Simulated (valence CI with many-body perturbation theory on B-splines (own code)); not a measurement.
# Hyperfine factors and g values of La XXVI

Computed by relativistic CI+MBPT: four valence electrons over a frozen Dirac-Fock core [Ar] 3d10, a basis of 11 s, 11 p, 10 d, 8 f, 5 g, 2 h functions for each j, with the one-electron correlation potential Σ1, the two-electron term Σ2, the three-electron term Σ3, Breit, model QED; selected CI, second order for the rest, scaled by the run's own slope (own B-spline code, finite nucleus).

No measured spectrum was set against this ion. As an estimate, levels hold to about 250 cm⁻¹ or 0.2 % of their energy and the worst to 1 %, as in measured heavy ions of charge 2 to 7; those with d or f electrons hold less well. Among the levels kept, up to 500 cm⁻¹ of a level comes from second order outside the variational space, and about a tenth of that is noise between levels of different J, which matters for small intervals.

A/g_I is the dipole constant over the nuclear g factor μ/I (μ in nuclear magnetons, uniformly magnetised nucleus), B/Q the quadrupole constant per barn. Both hold the static response of the core; the bare values leave it out. Large factors of s and p1/2 electrons are usually good to 5 to 10 %; those of open d and f shells near neutrality can be off by tens of per cent, and small factors of p3/2, d and f electrons come from cancelling terms and can be off by a factor of two or in sign, in half-filled shells by more. B is blank for J = 1/2, where it vanishes, and for nearly pure S terms. Energies count from the lowest level. Levels with J = 0 are left out.

Levels are named by their leading jj configuration (3d3/2^4 stands for four electrons in 3d with j = 3/2), which in mixed levels can hold well under half, so a name can repeat and another be missing. Letters in brackets count levels of one name in rising energy.

| Level | E (eV) | g | A/g_I (MHz) | A/g_I bare | B/Q (MHz/b) | B/Q bare |
| --- | --- | --- | --- | --- | --- | --- |
| (4s^2 4p1/2 4p3/2) J=1 | 19.88 | 1.499 | -7390 | -7280 | 18200 | 17300 |
| (4s^2 4p1/2 4p3/2) J=2 | 22.63 | 1.211 | 44800 | 42800 | 25000 | 23900 |
| (4s^2 4p3/2^2) J=2 | 44.59 | 1.286 | 20100 | 19100 | 11200 | 10700 |
| (4s 4p1/2^2 4p3/2) J=2 | 75.23 | 1.723 | 111000 | 106000 | 21500 | 20500 |
| (4s 4p1/2^2 4p3/2) J=1 | 85.02 | 0.918 | -65800 | -62900 | 30000 | 28600 |
| (4s 4p1/2 4p3/2^2) J=2 [a] | 94.27 | 1.460 | 79300 | 75900 | 26600 | 25400 |
| (4s 4p1/2 4p3/2^2) J=3 | 99.30 | 1.330 | 98100 | 93800 | -2610 | -2450 |
| (4s 4p1/2 4p3/2^2) J=2 [b] | 107.23 | 1.092 | 11500 | 11000 | -21100 | -20200 |
| (4s 4p1/2 4p3/2^2) J=1 [a] | 107.35 | 1.275 | 82700 | 79200 | -32600 | -31000 |
| (4s 4p1/2 4p3/2^2) J=1 [b] | 112.94 | 1.481 | 54000 | 51700 | 6810 | 6500 |
| (4s^2 4p1/2 4d3/2) J=2 | 117.65 | 0.811 | 36700 | 35300 | 10000 | 9590 |
| (4s 4p3/2^3) J=2 | 125.43 | 1.279 | 83100 | 79600 | -24800 | -23700 |
| (4s^2 4p1/2 4d5/2) J=3 | 125.70 | 1.105 | 24200 | 23300 | 13300 | 12700 |
| (4s^2 4p1/2 4d3/2) J=1 | 127.94 | 0.839 | -24000 | -22700 | 4570 | 4390 |
| (4s^2 4p1/2 4d5/2) J=2 | 128.53 | 1.296 | 5860 | 5850 | 5610 | 5370 |
| (4s 4p3/2^3) J=1 | 136.23 | 1.279 | -56300 | -53800 | -5090 | -4840 |
| (4s^2 4p3/2 4d5/2) J=4 | 143.26 | 1.249 | 9410 | 9100 | 44000 | 42000 |
| (4s^2 4p3/2 4d3/2) J=2 | 145.13 | 1.028 | 9560 | 9180 | -4460 | -4250 |
| (4s^2 4p3/2 4d3/2) J=3 | 147.38 | 1.211 | 15300 | 14800 | 12700 | 12100 |
| (4s^2 4p3/2 4d3/2) J=1 | 148.48 | 1.232 | 2230 | 2370 | -17500 | -16700 |
| (4s^2 4p3/2 4d5/2) J=2 | 151.40 | 1.299 | 19800 | 19200 | -25000 | -23800 |
| (4s^2 4p3/2 4d5/2) J=3 | 157.14 | 1.097 | 11300 | 11000 | 21200 | 20300 |
| (4s^2 4p3/2 4d5/2) J=1 | 159.77 | 0.965 | -5890 | -5280 | 5360 | 5140 |
| (4p1/2^2 4p3/2^2) J=2 | 164.53 | 1.342 | 27700 | 26700 | -797 | -746 |
| (4s 4p1/2^2 4d3/2) J=1 | 170.59 | 0.304 | -80500 | -76800 | 2550 | 2450 |
| (4s 4p1/2^2 4d3/2) J=2 | 173.02 | 1.170 | 49200 | 47400 | 8850 | 8460 |
| (4s 4p1/2^2 4d5/2) J=3 | 178.03 | 1.374 | 59300 | 57000 | 11300 | 10800 |
| (4p1/2 4p3/2^3) J=1 | 184.70 | 1.382 | 20800 | 20100 | -14500 | -13900 |
| (4p1/2 4p3/2^3) J=2 | 186.45 | 1.130 | 57500 | 55100 | -31700 | -30200 |
| (4s 4p1/2^2 4d5/2) J=2 | 187.00 | 0.909 | -18100 | -17100 | 90.5 | 158 |
| (4s 4p1/2 4p3/2 4d3/2) J=3 [a] | 188.83 | 1.225 | 59800 | 57400 | -8930 | -8490 |
| (4s 4p1/2 4p3/2 4d3/2) J=1 [a] | 188.91 | 1.374 | 25400 | 24600 | -19300 | -18400 |
| (4s 4p1/2 4p3/2 4d3/2) J=2 [a] | 189.11 | 1.224 | 30700 | 29600 | -16600 | -15800 |
| (4s 4p1/2 4p3/2 4d5/2) J=4 [a] | 190.38 | 1.351 | 47200 | 45400 | 26400 | 25200 |

Q: Take the isotope of mass number 138, with I = 5, μ = 3.7084 μN and Q = 0.39 b. What is the hyperfine structure of (4s 4p1/2^2 4p3/2) J=1?

A: From the table A = -48800 MHz, B = 11700 MHz. Shifts from the centre of gravity in MHz: F = 4: 298000, F = 5: 41200, F = 6: -241000.
